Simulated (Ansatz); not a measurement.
`B[S][GaH][SiH3]` + HCl → `B[S][GaH][Cl]` + SiH₄ at 700 K and 1 bar (cleavage of the Ga–Si bond).

Calculated with Ansatz (gas phase, PBE0-D4/def2-TZVP geometries, no zero-point term in ΔE). CCSD(T)/CBS is the MP2 limit (def2-TZVPP, def2-QZVPP) plus CCSD(T) − MP2 in def2-TZVPP, frozen cores. This one scheme is used for every species. For Ga outer-core shells are correlated without core-valence functions, which leaves a few kJ/mol of doubt a bond. Scalar relativity is left out up to krypton. One conformer a species, not always the lowest.

| species | CCSD(T)/CBS energy (Eh) | H − E (kJ/mol) | S (J/(mol·K)) |
| --- | --- | --- | --- |
| `B[S][GaH][SiH3]` | -2639.22992 | 227.4 | 502.2 |
| HCl | -460.38127 | 38.4 | 211.8 |
| `B[S][GaH][Cl]` | -2808.18728 | 146.8 | 444.3 |
| SiH₄ | -291.46306 | 115.5 | 252.9 |

H − E and S are ideal-gas, rigid-rotor, harmonic terms from PBE0-D4/def2-TZVP, for one conformer and one mirror image of each species. 1 Eh = 2625.50 kJ/mol, R = 8.31446 J/(mol·K).

Problem. By hand: ΔE, ΔH, ΔS and ΔG.

Solution. ΔE = (-2808.18728) + (-291.46306) − (-2639.22992) − (-460.38127) = -0.03915 Eh = -102.8 kJ/mol. Δ(H − E) = 146.8 + 115.5 − 227.4 − 38.4 = -3.5, so ΔH = -106.3 kJ/mol. ΔS = 444.3 + 252.9 − 502.2 − 211.8 = -16.8 J/(mol·K). ΔG = -106.3 − 700 × (-16.8)/1000 = -94.5 kJ/mol.

Problem. By hand: the equilibrium constant, and the temperature at which ΔG would vanish if ΔH and ΔS stayed fixed.

Solution. log₁₀ K = −ΔG/(RT ln 10) = 7.1. ΔG = 0 at ΔH/ΔS = 6327 K, far beyond where these terms or the molecules hold.

ΔH outweighs TΔS. A doubt of 5 kJ/mol in ΔE shifts log₁₀ K by 0.4 here. Other conformers and mirror images would add mixing entropy, several J/(mol·K) or more a flexible species. Modes under 60 cm⁻¹, often nearly free rotors, make the harmonic entropy too high. These are equilibria of isolated gas molecules and say nothing of rates. Largest T1 diagnostic: 0.014 (customary marks: 0.02 for closed shells, 0.045 for open ones).
